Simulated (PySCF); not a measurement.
# Substituent effects on chemical shifts

Parent skeleton `[CH2:1]=[CH:2][C:3]([C:4]#[N:5])=[CH:6][SiH3:7]`; one hydrogen on atom 1 is replaced by X. Hydrogens on one atom are averaged.

No relativistic terms, one computed conformer, in vacuum, averaged over atoms made equivalent by symmetry, fast rotation or ring inversion. Geometry from GFN2-xTB; NMR shieldings at PBE0/pcSseg-1/GIAO; PySCF.

Chemical shifts δ = σref − σ; TMS for ¹³C, ²⁹Si, ¹H; ¹⁵N vs NH3, all at this level.

Parent (X = H): C1 130.2, C2 144.4, C3 138.2, C4 120.5, N5 327.8, C6 149.7, Si7 -77.8, H(C1) 6.10, H(C2) 6.56 ppm. Effects are Δδ = δ(X) − δ(H), positive for deshielding.

(1) Order these by the shift of C3, most shielded first.
A. X = SCH3
B. X = F
C. X = allyl

(2) Order these by the shift of H(C2), most shielded first.
A. X = cPr
B. X = F
C. X = propynyl
D. X = SCH3
E. X = nPr

Results:

(1) B (-6.7 ppm), A (-3.4 ppm), C (+0.0 ppm).

(2) B (-1.03 ppm), D (-0.54 ppm), A (-0.40 ppm), E (-0.27 ppm), C (+0.18 ppm).

Experimental scales use liquid or dissolved standards, which lie at an offset from isolated NH3 (liquid NH3: subtract about 20 ppm). Unscaled 15N shifts of sp2 nitrogen come out 20 to 40 ppm too high even then.
